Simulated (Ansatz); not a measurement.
H11Si5, doublet, at a GFN2-xTB geometry; R2SCAN/6-31G** run with Ansatz (an electronic-structure program).

The Ansatz input:
Ansatz 0.2 input:
```yaml
crystal:
  periodic: [false, false, false]
  atoms:
    - {symbol: Si, position_ang: [-1.19166465, -0.23095990, 2.02301811]}
    - {symbol: Si, position_ang: [-0.03341758, 0.02370505, 0.04868929]}
    - {symbol: Si, position_ang: [0.10752306, 2.22717252, -0.77039877]}
    - {symbol: Si, position_ang: [-1.09043303, -1.30241502, -1.56482171]}
    - {symbol: Si, position_ang: [2.13746219, -0.77990483, 0.39623217]}
    - {symbol: H, position_ang: [-0.68120631, 0.33305210, 3.27804815]}
    - {symbol: H, position_ang: [-2.63667065, 0.01651455, 2.09003842]}
    - {symbol: H, position_ang: [0.75681312, 3.09697006, 0.21425254]}
    - {symbol: H, position_ang: [0.84425224, 2.39088959, -2.02667657]}
    - {symbol: H, position_ang: [-1.23314727, 2.77484851, -0.99471470]}
    - {symbol: H, position_ang: [-0.41994199, -1.23485213, -2.86501026]}
    - {symbol: H, position_ang: [-1.13154314, -2.71698256, -1.19395667]}
    - {symbol: H, position_ang: [-2.47539023, -0.88800956, -1.79304612]}
    - {symbol: H, position_ang: [2.84027140, -0.02754564, 1.43639541]}
    - {symbol: H, position_ang: [2.16053616, -2.18408267, 0.80609118]}
    - {symbol: H, position_ang: [2.96344697, -0.68717164, -0.80948875]}
basis:
  gaussian:
    orbitals: 6-31G__.json
hamiltonian:
  xc: r2scan
magnetization: {spin_polarized: true, initial_magnetization: 1}
accuracy: high
```
The basis file holds 6-31G** in the JSON format of the Basis Set Exchange.

What the program printed (banner, timings and long lists left out):

```
Functional definition: r2SCAN
3421 factors; integrals over basis functions are off by at most 4.1e-8 eV
mean field evaluation 1: about -39558.9255 eV, gradient 1.2e1 eV
mean field evaluation 2: about -39559.9310 eV, gradient 5.9e0 eV
mean field evaluation 4: about -39560.2106 eV, gradient 7.1e-1 eV
mean field evaluation 8: about -39560.1975 eV, gradient 2.7e-2 eV
mean field evaluation 16: about -39560.1975 eV, gradient 3.1e-5 eV
mean field -39560.19751392 eV, -1453.8104437717 hartree, gradient 4.5e-8 eV, S^2 0.756291; 0 other end points of the search recorded, 0 dependent functions left out
reference -39560.19751782 eV, -1453.8104439150 hartree; 41, 40 occupied and 109, 110 virtual orbitals, 3421 factors
Total energy: -39560.19751782 eV, -1453.8104439150 hartree
```
